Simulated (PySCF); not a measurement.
C₆H₈OP₂.
Numbering: `[CH3:1][O:2][c:3]1[p:4][cH:5][cH:6][c:7]([CH3:8])[p:9]1` (hydrogens: H10, H11, H12 on C1; H13 on C5; H14 on C6; H15, H16, H17 on C8)

Geometry (PBE0-D3(BJ)/def2-SVP, Å), atoms numbered from 1 in this order:
```
atom  x, y, z in Å
C1     3.3478    0.2140   -0.9366
O2     2.2478    0.9377   -0.4465
C3     1.1257    0.2803   -0.0994
P4     1.0574   -1.4714   -0.2397
C5    -0.5546   -1.8217    0.3099
C6    -1.5534   -0.9710    0.7493
C7    -1.4708    0.4241    0.8545
C8    -2.6816    1.1665    1.3576
P9    -0.1025    1.4193    0.4596
H10    3.7224   -0.5033   -0.1849
H11    3.0828   -0.3476   -1.8501
H12    4.1284    0.9492   -1.1681
H13   -0.7906   -2.8920    0.2950
H14   -2.5039   -1.4316    1.0476
H15   -2.9867    0.7941    2.3488
H16   -2.4958    2.2469    1.4436
H17   -3.5370    1.0249    0.6767
```

The closed-shell ground state was solved at several levels (PySCF, density fitting, gas phase, non-relativistic).

| level | basis functions | total energy (Eh) | HOMO (eV) | LUMO (eV) | gap (eV) | dipole (D) |
| --- | --- | --- | --- | --- | --- | --- |
| PBE0/pcSseg-1 | 207 | -990.6600 | -6.62 | -1.84 | 4.78 | 1.06 |
| wB97X-D/pcSseg-1 | 207 | -991.1579 | -8.33 | -0.25 | 8.08 | 1.12 |

(1) Estimate the row for wB97X-D/def2-SVPD, a basis of 255 functions; the other rows only guide the guess.

(2) How far do the dipole and the HOMO energy spread over the levels?

Answers

(1) Total energy -990.8041 Eh, HOMO -8.32 eV, LUMO -0.24 eV, gap 8.08 eV, dipole 1.06 D.

(2) The dipole runs from 1.06 to 1.12 D (mean 1.08 D) and the HOMO from -8.33 to -6.62 eV.

One conformer stands for the species.

The pairwise dispersion term of wB97X-D wasn't added to the energies; at a given geometry it leaves orbitals and properties as they are.
